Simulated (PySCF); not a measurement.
Calculation: B3LYP-D3(BJ)/def2-TZVP // BP86-D3(BJ)/def2-SVP (PySCF). Gas-phase values, no solvent. B3LYP has the VWN-RPA correlation part, as in Gaussian. 

Reference species: [Cd(F)(Cl)] (neutral, multiplicity 1).

```yaml
dipole_moment: 0.59 D
```

Changed species: [Cd(F)(Br)] (Y = Br; the reference has Y = Cl).

Problem. What does the change do to the dipole moment?

Solution. the dipole moment rises by 0.37 D, to 0.96 D.
